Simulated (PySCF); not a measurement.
**Assignment exercise: C₆H₁₃NSSi**

Geometry:
```tsv
atom	x (Å)	y (Å)	z (Å)
C1	-1.840	-0.635	-1.253
C2	-2.007	0.193	-0.224
C3	-3.144	1.166	-0.175
C4	-1.104	0.230	0.939
N5	-1.311	1.134	1.800
C6	0.025	-0.774	1.036
C7	1.231	-0.263	0.258
S8	2.607	-1.474	0.362
Si9	4.137	-0.378	-0.655
H10	-2.523	-0.621	-2.087
H11	-1.038	-1.349	-1.322
H12	-3.774	1.077	-1.056
H13	-3.738	0.987	0.717
H14	-2.757	2.180	-0.101
H15	-0.669	1.133	2.590
H16	0.312	-0.898	2.083
H17	-0.277	-1.748	0.653
H18	0.987	-0.123	-0.795
H19	1.583	0.682	0.673
H20	4.347	0.869	0.075
H21	5.278	-1.271	-0.615
H22	3.664	-0.097	-2.006
```

PySCF calculation with coordinates at the GFN2-xTB level and NMR shieldings at PBE0/pcSseg-1/GIAO; non-relativistic, averaged over atoms made equivalent by symmetry, fast rotation or ring inversion, single conformer, no solvent.

References, each an isolated molecule treated in the same way: $^{13}$C (186.93 ppm) and $^{1}$H (31.72 ppm) against TMS.

(1) Assign these signals to the numbered atoms. $^{13}$C{$^{1}$H} NMR (computed): δ 179.4, 153.8, 126.2, 44.5, 36.7, 24.2.

(2) Assign these signals to the numbered atoms. $^{1}$H NMR (400 MHz, computed): δ 10.90 (br s, 1H), 5.96 (br s, 1H), 5.80 (br s, 1H), 4.56 (s, 3H), 2.66 (m, 2H), 2.55 (m, 2H), 2.10 (s, 3H).

Results:

(1) 
| δ (ppm) | atoms | environment | reason |
| --- | --- | --- | --- |
| 179.4 | C4 | carbon bonded to 2 C, N | – |
| 153.8 | C2 | carbon bonded to 3 C | – |
| 126.2 | C1 | carbon bonded to C, 2 H | – |
| 44.5 | C6 | carbon bonded to 2 C, 2 H | – |
| 36.7 | C7 | carbon bonded to C, S, 2 H | – |
| 24.2 | C3 | carbon bonded to C, 3 H | – |

(2) 
| δ (ppm) | atoms | environment | reason |
| --- | --- | --- | --- |
| 10.90 | H15 | hydrogen on a nitrogen bonded to C | – |
| 5.96 | H10 | hydrogen on a carbon bonded to C | – |
| 5.80 | H11 | hydrogen on a carbon bonded to C | – |
| 4.56 | H20/H21/H22 | hydrogen on a silicon bonded to S | – |
| 2.66 | H16/H17 | hydrogen on a carbon bonded to 2 C | – |
| 2.55 | H18/H19 | hydrogen on a carbon bonded to C, S | – |
| 2.10 | H12/H13/H14 | hydrogen on a carbon bonded to C | – |

H16/H17 and H18/H19 lie closer than the usual error of such a calculation, so a measured spectrum could show them in the other order.

Exchangeable OH/NH protons stand at their gas-phase positions; hydrogen bonding in a real sample shifts them, mostly to higher δ. Shifts are as computed. Against solution values, carbons near 30 ppm lie about +3 ppm off and those near 130 ppm about +5 ppm. Of 1211 compounds with measured shifts, 218 miss one by over three times the rms of a fit or turn the order of signals round; such compounds aren't used in these exercises. Multiplicities follow the n + 1 count of equivalent neighbours, as no J values were calculated; m marks all less simple cases, F and P coupling included.
